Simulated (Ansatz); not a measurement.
Geometry optimisation, RKS B3LYP-D4/def2-SVP in Ansatz 0.2.0.

The input (input.yaml):

```yaml
crystal:
  periodic: [false, false, false]
  atoms:
    - { symbol: C, position_ang: [0.6366, 0.1021, 0.4547] }
    - { symbol: C, position_ang: [-0.5127, -0.0521, -0.2922] }
    - { symbol: F, position_ang: [-1.626, 0.717, -0.0522] }
    - { symbol: Br, position_ang: [-0.5401, -1.3109, -1.6451] }
    - { symbol: H, position_ang: [0.5941, 0.8973, 1.2004] }
    - { symbol: H, position_ang: [1.4902, -0.4174, 0.2883] }
basis:
  gaussian: { orbitals: def2-SVP }
hamiltonian:
  xc: b3lyp
  dispersion: d4
relax:
  f_tol: 0.015
  max_steps: 40
```

Command:

```bash
$ ansatz run input.yaml --threads 1 --pin off --max-ram 2048MiB --backend cpu --events-out ev --progress --plain --runs-dir out
```

Question: Where does it end, and by what steps?

Answer: The run converged. After 5 steps the energy has fallen by 0.342 eV; F3 moved furthest, 0.09 Å.

| step | energy less start (eV) | largest force component (eV/Å) | accepted |
| --- | --- | --- | --- |
| 0 | 0.0000 | 5.325 | yes |
| 1 | -0.3054 | 1.373 | yes |
| 2 | -0.3191 | 0.491 | yes |
| 3 | -0.3411 | 0.197 | yes |
| 4 | -0.3417 | 0.114 | yes |
| 5 | -0.3418 | 0.007 | yes |

```xyz
6
Properties=species:S:1:pos:R:3
C 0.616 0.154 0.462
C -0.474 -0.040 -0.274
F -1.594 0.650 -0.103
Br -0.622 -1.310 -1.671
H 0.599 0.914 1.246
H 1.517 -0.432 0.293
```

Whether the end is a true minimum wasn't checked by a vibrational analysis.

Run time: 12 s on 1 thread of Intel(R) Xeon(R) 6975P-C (Granite Rapids), on a shared host, peak memory 0.18 GiB.
